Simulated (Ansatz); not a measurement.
Harmonic frequencies (cm⁻¹) at PBE0-D4/def2-TZVP from Ansatz: 92, 152, 157, 160, 169, 176, 210, 246, 272, 312, 430, 500, 633, 647, 714, 718, 1540, 3566, 3659, 4008, 4011.

Each molecule was computed in one conformer, which needn't be the lowest.

Problem. Which molecule is it?
A. `[NH2][Zr]([NH2])([NH2])[I]`
B. `[CH3][Zr]([F])([F])[F]`
C. `[NH2][Zr]([OH])([OH])[F]`
D. `[F][Zr]([F])([Cl])[Cl]`

Solution. C.
